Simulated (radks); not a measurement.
Task: All-electron atom: Fe XI in [Ne] 3s2 3p4. Method: Dirac Kohn-Sham, LDA (Slater exchange, Perdew-Wang correlation), spin-unpolarised, spherical densities, finite nucleus; open shells fill j = l - 1/2 first; Fermi nuclear charge, rms radius 3.7377 fm; computed with a radial shooting solver on a logarithmic mesh with Libxc functionals. Some entries of the table are withheld. Estimate them.

| orbital | occ. | eigenvalue (eV) | <r^2> (bohr^2) |
|---|---|---|---|
| 1s1/2 | 2 | (1) | 0.004611 |
| 2s1/2 | 2 | -1077.683 | 0.08357 |
| 2p1/2 | 2 | -967.0532 | (2) |
| 2p3/2 | 4 | -954.5138 | (3) |
| 3s1/2 | 2 | -314.6516 | 0.5981 |
| 3p1/2 | 2 | -280.6547 | 0.6057 |
| 3p3/2 | 2 | -278.4450 | 0.6147 |
| 3d3/2 | 0 | -225.2909 | (4) |
| 3d5/2 | 0 | -224.9384 | (5) |
| 4s1/2 | 0 | (6) | 2.514 |
| 4p1/2 | 0 | -128.4792 | (7) |
| 4p3/2 | 0 | -127.7967 | (8) |

Result: 
(1) 1s1/2 eigenvalue (eV): -7243.887
(2) 2p1/2 <r^2> (bohr^2): 0.06641
(3) 2p3/2 <r^2> (bohr^2): 0.06798
(4) 3d3/2 <r^2> (bohr^2): 0.5695
(5) 3d5/2 <r^2> (bohr^2): 0.5717
(6) 4s1/2 eigenvalue (eV): -140.7423
(7) 4p1/2 <r^2> (bohr^2): 2.693
(8) 4p3/2 <r^2> (bohr^2): 2.722
